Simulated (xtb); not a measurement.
methylcyclobutane (C₅H₁₀), SMILES CC1CCC1. All values are semi-empirical tight-binding results from xtb (GFN2-xTB unless named), good for trends rather than for accurate numbers. Geometry optimised at GFN2-xTB.

```
Item                                            Value
--------------------------------------  -------------
point group as xtb finds it                        Cs
orbital gap                                  12.32 eV
dipole moment                                  0.12 D
zero-point energy                       86.3 kcal/mol
G − E(el) at 298.15 K (modified RRHO)   68.4 kcal/mol
static polarisability (D4 model)           58.2 bohr³
solvation energy, GFN2-xTB/ALPB(water)  -0.1 kcal/mol
solvation energy, GFN2-xTB/ALPB(chcl3)  -3.6 kcal/mol
```

Computed IR lines (harmonic; lines under 4 % of the strongest left out, lines within 3 cm⁻¹ merged):
ν (cm⁻¹): 1338 (w), 2958 (m), 3002 (w), 3010 (m), 3014 (s), 3018 (m), 3025 (vs), 3031 (m) (against the strongest line: vs over 80 %, s over 45 %, m over 15 %, w over 4 %, vw less)
